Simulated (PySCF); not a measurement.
Compound: C6H6ClF.
Geometry (GFN2-xTB, Å), atoms numbered from 1 in this order:
```xyz
14
C6H6ClF angstrom
C      2.800    0.321   -0.608
C      1.763    0.148   -0.037
C      0.482   -0.035    0.597
C     -0.421   -1.157    0.031
C     -1.594   -0.172    0.011
Cl    -2.563   -0.124   -1.472
C     -0.615    1.000    0.229
F     -0.337    1.697   -0.908
H      3.720    0.467   -1.091
H      0.603   -0.102    1.681
H     -0.549   -2.040    0.651
H     -0.116   -1.452   -0.971
H     -2.285   -0.289    0.846
H     -0.889    1.738    0.989
```

Level of theory: B3LYP/def2-SVPD in PySCF (dipole) on a GFN2-xTB geometry, gas phase.

Take the most abundant isotopes and a rigid rotor. The values belong to one conformer with, in the numbering `[CH:1]#[C:2][C@@H:3]1[CH2:4][C@H:5]([Cl:6])[C@@H:7]1[F:8]`, C2–C3–C4–C5 -132°, C3–C4–C5–Cl6 133°, C4–C5–C7–F8 102°, C2–C3–C7–C5 133°.

Task: Give the principal moments of inertia and the rotational constants in MHz.

Result: Ia = 144.54, Ib = 462.68, Ic = 505.81 u·Å²; 505379 MHz·u·Å²/I gives A = 3497, B = 1092, C = 999.1 MHz.

Task: Classify the top.

Result: A near-prolate asymmetric top; Ray's κ = -0.925.

Task: Is it planar, by Δ = Ic − Ia − Ib?

Result: Not planar: Δ = Ic − Ia − Ib = -101.41 u·Å². For a rigid frame Δ = −2 Σ m c², so Σ m c² = 50.70 u·Å² lies off the ab plane: 11.97 from hydrogen and 38.74 from heavier atoms. The atom farthest from that plane is 2.01 Å away.

Task: Give the other two planar moments, Paa and Pbb, and the rms extents of the mass along the axes.

Result: Paa = Σ m a² = (Ib + Ic − Ia)/2 = 411.98 and Pbb = Σ m b² = (Ia + Ic − Ib)/2 = 93.83 u·Å². With the mass M = 132.01 u, the rms extents √(P/M) along a, b and c are 1.77, 0.84, 0.62 Å.

Task: Where do the levels up to J = 5 lie, in MHz?

Result: Above 0(0,0):
J = 1: 1(0,1) 2091, 1(1,1) 4496, 1(1,0) 4589
J = 2: 2(0,2) 6272, 2(1,2) 8585, 2(1,1) 8865, 2(2,1) 16077, 2(2,0) 16080
J = 3: 3(0,3) 12535, 3(1,3) 14718, 3(1,2) 15277, 3(2,2) 22352, 3(2,1) 22365, 3(3,1) 34607, 3(3,0) 34607
J = 4: 4(0,4) 20875, 4(1,4) 22893, 4(1,3) 23824, 4(2,3) 30715, 4(2,2) 30755, 4(3,2) 42978, 4(3,1) 42979, 4(4,1) 60129, 4(4,0) 60129
J = 5: 5(0,5) 31279, 5(1,5) 33106, 5(1,4) 34502, 5(2,4) 41167, 5(2,3) 41259, 5(3,3) 53444, 5(3,2) 53445, 5(4,2) 70592, 5(4,1) 70592, 5(5,1) 92644, 5(5,0) 92644

Task: Which types of transition are allowed, and where do some lines up to J = 3 fall?

Result: The dipole components are |μa| = 0.99 D, |μb| = 2.12 D, |μc| = 1.88 D. Intensities carry the squares of the components, which stand as 0.22 : 1.00 : 0.79 (a : b : c). Some lines, for components of 0.1 D or more:

```json
{"type": "a", "branch": "R", "J(Ka,Kc)": "1(0,1) ← 0(0,0)", "MHz": "2091", "lower level (cm⁻¹)": "0.000"}
{"type": "c", "branch": "Q", "J(Ka,Kc)": "3(1,3) ← 3(0,3)", "MHz": "2183", "lower level (cm⁻¹)": "0.418"}
{"type": "b", "branch": "Q", "J(Ka,Kc)": "2(1,1) ← 2(0,2)", "MHz": "2593", "lower level (cm⁻¹)": "0.209"}
{"type": "b", "branch": "Q", "J(Ka,Kc)": "3(1,2) ← 3(0,3)", "MHz": "2742", "lower level (cm⁻¹)": "0.418"}
{"type": "b", "branch": "R", "J(Ka,Kc)": "3(0,3) ← 2(1,2)", "MHz": "3950", "lower level (cm⁻¹)": "0.286"}
{"type": "a", "branch": "R", "J(Ka,Kc)": "3(1,3) ← 2(1,2)", "MHz": "6133", "lower level (cm⁻¹)": "0.286"}
{"type": "a", "branch": "R", "J(Ka,Kc)": "3(0,3) ← 2(0,2)", "MHz": "6264", "lower level (cm⁻¹)": "0.209"}
{"type": "a", "branch": "R", "J(Ka,Kc)": "3(2,2) ← 2(2,1)", "MHz": "6274", "lower level (cm⁻¹)": "0.536"}
{"type": "a", "branch": "R", "J(Ka,Kc)": "3(1,2) ← 2(1,1)", "MHz": "6412", "lower level (cm⁻¹)": "0.296"}
{"type": "c", "branch": "Q", "J(Ka,Kc)": "2(2,1) ← 2(1,1)", "MHz": "7213", "lower level (cm⁻¹)": "0.296"}
{"type": "b", "branch": "Q", "J(Ka,Kc)": "2(2,0) ← 2(1,1)", "MHz": "7215", "lower level (cm⁻¹)": "0.296"}
{"type": "c", "branch": "R", "J(Ka,Kc)": "2(2,1) ← 1(1,1)", "MHz": "11582", "lower level (cm⁻¹)": "0.150"}
{"type": "b", "branch": "Q", "J(Ka,Kc)": "3(3,0) ← 3(2,1)", "MHz": "12242", "lower level (cm⁻¹)": "0.746"}
{"type": "b", "branch": "R", "J(Ka,Kc)": "3(2,2) ← 2(1,1)", "MHz": "13487", "lower level (cm⁻¹)": "0.296"}
{"type": "c", "branch": "R", "J(Ka,Kc)": "3(2,1) ← 2(1,1)", "MHz": "13500", "lower level (cm⁻¹)": "0.296"}
{"type": "c", "branch": "R", "J(Ka,Kc)": "3(2,2) ← 2(1,2)", "MHz": "13766", "lower level (cm⁻¹)": "0.286"}
{"type": "b", "branch": "R", "J(Ka,Kc)": "3(3,1) ← 2(2,0)", "MHz": "18527", "lower level (cm⁻¹)": "0.536"}
```

GFN2-xTB frequencies: not computed here. These are rigid-rotor constants of the computed structure; measured ground-state constants (B0) also hold zero-point vibration. Quadrupole hyperfine structure (35Cl) is left out.
